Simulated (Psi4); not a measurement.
H₂Te, charge +1, doublet, at a GFN2-xTB geometry (a state made from the parent by changing its charge; the spin is typed, not shown lowest) (core potentials on Te). Base run: TPSS/def2-TZVP run with Psi4 1.11.

Psi4 was given this input:
```
memory 2 GB

molecule {
1 2
Te   -0.00025533    0.04223806    0.00196862
H    -1.17931590   -1.10419009   -0.07625629
H     1.19259301   -1.09218903   -0.02611171
}

set {
  basis def2-tzvp
  reference uks
}

energy('tpss')
print_variables()
```

Variants of this job, named by their change:

```json
[
 {"change": "base", "basis functions": "62", "E (Eh)": "-268.78334", "core-seconds (rough)": "10"},
 {"change": "basis = def2-SV(P)", "basis functions": "30", "E (Eh)": "-268.76660", "core-seconds (rough)": "10"},
 {"change": "basis = def2-SVP", "basis functions": "[?]", "E (Eh)": "[?]", "core-seconds (rough)": "10"},
 {"change": "basis = def2-SVPD", "basis functions": "51", "E (Eh)": "-268.77289", "core-seconds (rough)": "20"},
 {"change": "basis = def2-TZVPD", "basis functions": "77", "E (Eh)": "-268.78356", "core-seconds (rough)": "20"},
 {"change": "basis = def2-TZVPP", "basis functions": "[?]", "E (Eh)": "[?]", "core-seconds (rough)": "20"},
 {"change": "basis = def2-QZVPP", "basis functions": "142", "E (Eh)": "-268.78599", "core-seconds (rough)": "40"},
 {"change": "basis = def2-QZVP", "basis functions": "142", "E (Eh)": "-268.78599", "core-seconds (rough)": "40"}
]
```

Problem. Complete the blanks.

Solution. 
- basis = def2-SVP, basis functions: 36
- basis = def2-SVP, E (Eh): -268.77179
- basis = def2-TZVPP, basis functions: 78
- basis = def2-TZVPP, E (Eh): -268.78399

Totals compare only among sets that treat the same electrons; sets with core potentials leave the core out.

Open shells are given as the SCF converged; they aren't shown to be the lowest states, and a large step between rows can be another state.
